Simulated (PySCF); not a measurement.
Electron correlation in V (vanadium, neutral)

[Ar] 3d3 4s2, high-spin 4F determinant. Calculation: PySCF 2.14, in ANO-RCC-VTZP (6s5p3d2f1g, 59 functions); the spin-free X2C one-electron Hamiltonian (Gaussian nucleus). Frozen: [Ar]; 5 electrons correlated.

MP2 pair energies summed by pair of shells (mhartree):

| pair | energy | share (%) |
| --- | --- | --- |
| 4s-4s | -19.87 | 34.3 |
| 3d-3d | -19.42 | 33.5 |
| 3d-4s | -18.67 | 32.2 |

Total MP2 correlation energy: -57.97 mhartree.

Same-spin part -27.21 and opposite-spin part -30.76 mhartree; SCS-MP2 scales them by 1/3 and 6/5 to -45.98 mhartree.
